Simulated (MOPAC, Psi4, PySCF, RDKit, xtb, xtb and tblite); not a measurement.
Two geometries of SMILES C[SiH2]Cl, relaxed at GFN2-xTB with one dihedral held; other torsions can differ between them too.

Structure A

```
8

C      1.0072     0.0294    -0.1411
Si    -0.8595    -0.1916     0.1419
Cl    -1.8218    -0.0410    -1.6297
H      1.2370     0.1965    -1.1901
H      1.3949     0.8769     0.4169
H      1.5631    -0.8470     0.1794
H     -1.3887     0.8532     1.0166
H     -1.1581    -1.5135     0.6898
```

Structure B

```
8

C      1.0311     0.0131    -0.1227
Si    -0.8355    -0.2047     0.1281
Cl    -1.3998    -1.9794    -0.6562
H      1.2758     0.1723    -1.1699
H      1.4002     0.8712     0.4309
H      1.5838    -0.8599     0.2149
H     -1.5801     0.8484    -0.5591
H     -1.1683    -0.2282     1.5513
```

Problem. Which is lower in energy at the level DF-MP2 (frozen core)/cc-pVTZ // GFN2-xTB (Psi4 1.11), and by how much?

Solution. B is lower, by 1.55 kcal/mol (dihedral H4–C1–Si2–Cl3: 0° in A, 70° in B).

E(B) − E(A) in kcal/mol at the other levels, on the same two geometries: GFN2-xTB (xtb and tblite) -0.77; MMFF94 // GFN2-xTB (RDKit) -1.79; B3LYP/def2-TZVP // GFN2-xTB (Psi4) -1.38; B3LYP-D3(BJ)/def2-TZVP // GFN2-xTB (Psi4) -1.39; PBE/def2-TZVP // GFN2-xTB (Psi4) -1.32; PBE-D3(BJ)/def2-TZVP // GFN2-xTB (Psi4) -1.32; wB97X-D/def2-TZVP // GFN2-xTB (Psi4) -1.40; HF/cc-pVTZ // GFN2-xTB (Psi4) -1.56; UFF // GFN2-xTB (RDKit) -1.72; AM1, restricted, heats of formation // GFN2-xTB (MOPAC) -0.38; PM3, restricted, heats of formation // GFN2-xTB (MOPAC) -0.42; GFN1-xTB // GFN2-xTB (xtb) -1.13; restricted B3LYP/6-31G*, spherical d // GFN2-xTB (PySCF) -1.33; restricted MP2 (frozen core)/6-31G*, spherical d // GFN2-xTB (PySCF) -1.48; restricted MP2 (frozen core)/3-21G // GFN2-xTB (PySCF) -1.38; restricted B3LYP/3-21G // GFN2-xTB (PySCF) -1.21.

MMFF94 has few fitted parameters for silicon.
